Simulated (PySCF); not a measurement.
Which determinant of TlSb⁺ lies lowest?

Unrestricted PBE0; Tl cc-pVDZ-PP with ECP60, Sb cc-pVDZ-PP with ECP28; scalar-relativistic core potentials (PySCF 2.14). Outer shells of the fragments: Tl+ 5d10 6s2; Sb 4d10 5s2 5p3.

Followed along the bond (rough minima from three points):

```
2Ms+1   unpaired  ⟨S²⟩ at the start  R at minimum (Å)  Te (eV)
    4  σ ↑, π ↑↑               3.75              3.32     0.00
    2  σ ↓, π ↑↑               1.76              3.25     0.55
    2        π ↑               0.75              3.43     1.01
```

Solutions found at the starting distance of 2.895 Å, counted from the lowest of them; the search is not exhaustive and high or unbound solutions are not listed, so other states can lie among these:

| 2Ms+1 | unpaired | term | E (eV) | ⟨S²⟩ | ⟨Lz²⟩ | μ (D) |
| --- | --- | --- | --- | --- | --- | --- |
| 4 | σ ↑, π ↑↑ | ⁴Σ⁻ | 0.00 | 3.75 | 0.00 | -0.38 |
| 2 | σ ↓, π ↑↑ | mixed | 0.50 | 1.76 | 0.00 | -0.25 |
| 2 | π ↑ | ²Π | 1.28 | 0.75 | 1.00 | 1.73 |
| 2 | π ↑ | ²Π | 1.68 | 0.76 | 1.01 | -1.44 |
| 4 | π ↑↑↑ | ⁴Π | 3.74 | 3.76 | 1.00 | 3.90 |
| 4 | σ ↑, π ↑↑ | mixed | 4.30 | 3.76 | 2.01 | 6.25 |

A term symbol is given only where ⟨S²⟩ and ⟨Lz²⟩ are close to those of a pure state; real π, δ and φ orbitals otherwise mix terms. A positive dipole points towards Sb; it is taken about the centre of mass and depends on that origin.

Compare the gap between the two lowest followed solutions at the starting distance with the gap between their minima.

At PBE0 the second solution (Ms = 0.5 of mixed spin, unpaired electrons σ ↓, π ↑↑) lies +0.50 eV from the first (quartet, unpaired electrons σ ↑, π ↑↑) at 2.895 Å and +0.55 eV at the minima; the two curves relax by different amounts, since their minima lie near 3.25 and 3.32 Å.

Spin–orbit coupling is left out, which matters for elements this heavy, above all for dissociation energies. Counting both spins, an empty level lies below a filled one in some of these solutions, because spin and occupation are held.
